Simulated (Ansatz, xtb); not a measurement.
**C6H7N: which of two isomers lies lower**

We compare X, `C=C[C@@H]1C[C@@H]1C#N`, a singlet, with Y, `C=C[C@@H]1C[C@H]1C#N`, a singlet. Both are isolated molecules in the gas phase, relaxed with B3LYP/def2-SVP; the shapes shown needn't be the lowest conformers.

X (Å):

```yaml
atoms:
  - { symbol: C, position_ang: [-1.1387, -2.0416, -0.1870] }
  - { symbol: C, position_ang: [-1.6635, -0.8411, 0.0734] }
  - { symbol: C, position_ang: [-1.4703, 0.3937, -0.7367] }
  - { symbol: C, position_ang: [-0.3386, 0.5792, -1.6969] }
  - { symbol: C, position_ang: [-0.3500, 1.3967, -0.4154] }
  - { symbol: C, position_ang: [0.6087, 1.1234, 0.6274] }
  - { symbol: N, position_ang: [1.3809, 0.9217, 1.4693] }
  - { symbol: H, position_ang: [-1.3267, -2.8945, 0.4700] }
  - { symbol: H, position_ang: [-0.5034, -2.2216, -1.0593] }
  - { symbol: H, position_ang: [-2.3025, -0.7184, 0.9565] }
  - { symbol: H, position_ang: [-2.4071, 0.9001, -0.9988] }
  - { symbol: H, position_ang: [0.4152, -0.2084, -1.7670] }
  - { symbol: H, position_ang: [-0.5217, 1.1183, -2.6296] }
  - { symbol: H, position_ang: [-0.6084, 2.4572, -0.4991] }
```

Y (Å):

```tsv
atom	x (Å)	y (Å)	z (Å)
C	-1.2598	-1.2934	-1.7892
C	-1.0442	-0.4178	-0.8021
C	0.0660	-0.5012	0.1738
C	-0.0979	0.0001	1.5843
C	0.7611	0.7930	0.6237
C	2.1952	0.8144	0.7696
N	3.3495	0.8206	0.8883
H	-0.6036	-2.1555	-1.9450
H	-2.1017	-1.1790	-2.4763
H	-1.7266	0.4335	-0.6788
H	0.7337	-1.3587	0.0459
H	-1.0557	0.4459	1.8657
H	0.4074	-0.5456	2.3845
H	0.3421	1.7273	0.2358
```

Problem. Estimate which is lower in electronic energy at CCSD(T)/def2-SVP + ΔMP2/def2-TZVPP, and by roughly how much.

Solution. CCSD(T)/def2-SVP + ΔMP2/def2-TZVPP gives E(Y) − E(X) = −5.55 kJ/mol, slightly favouring structure Y, which is too small a margin to settle the true order.

How the difference moves with the method:

| level | geometry | E(Y) − E(X) (kJ/mol) | departure from the last row (kJ/mol) | job, with rough time for the two |
| --- | --- | --- | --- | --- |
| B3LYP/def2-SVP | B3LYP/def2-SVP | −9.11 | −3.57 | optimisation, 4 min |
| HF/def2-SVP | B3LYP/def2-SVP | −8.36 | −2.81 | part of the CCSD(T) run |
| MP2/def2-SVP | B3LYP/def2-SVP | −5.53 | +0.02 | part of the CCSD(T) run |
| CCSD(T)/def2-SVP | B3LYP/def2-SVP | −5.63 | −0.08 | single point |
| CCSD(T)/def2-SVP + ΔMP2/def2-TZVPP | B3LYP/def2-SVP | −5.55 |  | single point, 2.8 min |

As drawn, both hold the same kinds of bond in the same numbers.

The largest departure from CCSD(T)/def2-SVP + ΔMP2/def2-TZVPP is that of B3LYP/def2-SVP, 3.57 kJ/mol. No reliable frequencies are at hand for X, so it isn't confirmed as a minimum. Levels run at GFN2-xTB geometries aren't shown. The last row adds to CCSD(T) the change of the MP2 difference between the two basis sets, here +0.08 kJ/mol.

The correlated steps freeze 7 core orbitals. Codes used: Ansatz 0.2.0, xtb 6.7.1; the last row on 2 threads of Intel(R) Xeon(R) Processor @ 2.50GHz (Skylake/Cascade Lake) on a shared host.
